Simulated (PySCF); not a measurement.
**Diatomic cations of B with the alkaline earths**

PBE0 with double-zeta basis sets in PySCF, for the lowest determinant that a PBE0 search found; no spin–orbit coupling. De refers to high-spin ground-configuration atoms (the charge goes to the atom of lower measured ionisation energy or higher electron affinity, which is not always the lowest computed limit). A positive dipole points towards B; it is taken about the centre of mass and depends on that origin.

```tsv
M	basis	charged atom	state (unpaired electrons)	Re (Å)	ωe (cm⁻¹)	De (eV)	μ (D)
Be	def2-SVPD	B+	singlet (closed shell)	2.212	473	2.26	-3.30
Mg	cc-pVDZ	Mg+	singlet (closed shell)	2.596	327	1.55	-1.39
Ca	x2c-SVPall	Ca+	triplet (σ ↑, π ↑)	2.453	445	1.32	-5.82
Sr	def2-SVP	Sr+	triplet (σ ↑, π ↑)	2.619	391	1.19	-4.97
```

The shortest bond is that of BeB⁺ (2.212 Å), the longest that of SrB⁺ (2.619 Å).

The rows differ in basis set, which adds steps of its own.

The state changes along the series, so neighbouring rows are not always alike in their bonding.

⟨S²⟩ is raised (MgB⁺ 0.23), so spin contamination touches these numbers. Spin–orbit coupling is left out. For an ion De counts to the pair picked by the measured ionisation energies or electron affinities, which need not be the lowest pair at this level. States were picked by a PBE0 search and need not be the measured ground states.
